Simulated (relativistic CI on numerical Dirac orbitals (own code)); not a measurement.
## Hyperfine structure of Ir37+, mass number 193

Computed by Dirac-Coulomb-Breit CI, orbitals from a KLI potential per configuration, a model potential for QED, unscaled Slater integrals (own radial code, finite nucleus).

CI space (outside the closed core [Ar] 3d10): 4s2 4p6 4d4, 4s2 4p6 4d3 4f, 4s2 4p5 4d5, 4s 4p6 4d5, 4s 4p6 4d4 4f, 4s2 4p6 4d3 5s, 4s2 4p6 4d3 5d, 4s2 4p6 4d3 5g, 4p6 4d6, 4p5 4d7, 4s2 4p6 4d2 5s2, 4s2 4p6 4d 4f 5s2, 4s 4p6 4d2 4f 5s2, 4s2 4p6 4d 5s2 5d. Double excitations out of closed p, d and f shells are left out; levels of such configurations are missing from the list, as are those of other unlisted configurations, and high levels can miss mixing partners.

Nuclear spin I = 3/2, μ = 0.163 μN, Q = 0.751 b (tables of Stone and Pyykkö). The electronic factors are computed for point nuclear moments, without core polarisation or the Bohr-Weisskopf and QED corrections.

```tsv
Level	E (cm⁻¹)	A (MHz)	B (MHz)
4s2 4p6 4d4 5D_1	148302	-184	4490
4s2 4p6 4d4 3H_5	363054	1877	11700
4s2 4p6 4d4 1I_6	375734	1991	14500
4s2 4p6 4d4 3G_4	391316	2145	-3940
```

Levels with J = 0, under 50 % of one LS term, or S terms without an open s electron are left out. Small factors come from cancelling terms and can be off by tens of per cent or more.

At this charge energies of transitions that change n are usually good to better than 1 %, and those within a shell (Δn = 0) to a few per cent. Terms inside the open d or f shell come out 10 to 20 % too wide with unscaled integrals.

Task: Give the hyperfine levels of 4s2 4p6 4d4 3H_5 relative to its centre of gravity.

Result: With K = F(F + 1) − I(I + 1) − J(J + 1), E = AK/2 + B[¾K(K + 1) − I(I + 1)J(J + 1)]/[2I(2I − 1)J(2J − 1)]: F = 7/2: -11800, F = 9/2: -10990, F = 11/2: -2819, F = 13/2: 17010 MHz.

LS names give the leading component of a level, which can be under half, so a name can repeat, a term be missing and a line seem to break the LS rules.
